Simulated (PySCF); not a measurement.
## How methods differ on the ionisation energy of Hg

Hg [Xe] 4f14 5d10 6s2 (1S) → Hg⁺ [Xe] 4f14 5d10 6s1 (2S), as a difference of total energies. All numbers are calculated (PySCF 2.14, a scalar-relativistic core potential, in def2-TZVP with the def2 core potential (60 electrons)). Correlated levels: valence: 5s2 5p6 frozen. The calculations carry no spin-orbit coupling.

```
           method  ionisation energy (eV)
              UHF                   8.500
            M06-L                  10.028
             TPSS                  10.269
    MP2 (valence)                  10.153
CCSD(T) (valence)                  10.043
```

Question: Estimate what CCSD (valence) gives.

Answer: 9.963 eV, closest to M06-L among the rows shown.

Question: Estimate what SCS-MP2 (valence) gives.

Answer: 10.098 eV, closest to CCSD(T) (valence) among the rows shown.

Errors of the correlated levels include the incompleteness of this basis and the frozen core.

For comparison: 10.438 eV (measured; NIST Atomic Spectra Database, ionization energies).
